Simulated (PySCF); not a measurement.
Te(I)(Me) (CH3ITe), SMILES I[Te]C.

Geometry: B3LYP-D3(BJ)/def2-SVP. The def2 effective core potentials stand for the cores of I, Te; spin–orbit coupling is left out.

Computed with PBE0/def2-TZVPD (PySCF).

Symmetry labels are those of the subgroup Cs that the program uses (full group Cs).

Computed valence orbital energies around the gap with their symmetry:
| orbital | symmetry | energy (eV) |
|---|---|---|
| HOMO−7 | A' | -16.43 |
| HOMO−6 | A' | -12.19 |
| HOMO−5 | A" | -12.12 |
| HOMO−4 | A' | -9.83 |
| HOMO−3 | A' | -9.04 |
| HOMO−2 | A" | -8.08 |
| HOMO−1 | A' | -7.60 |
| HOMO | A" | -6.16 |
| LUMO | A' | -2.79 |
| LUMO+1 | A' | -0.79 |
| LUMO+2 | A' | 0.29 |
| LUMO+3 | A' | 0.50 |
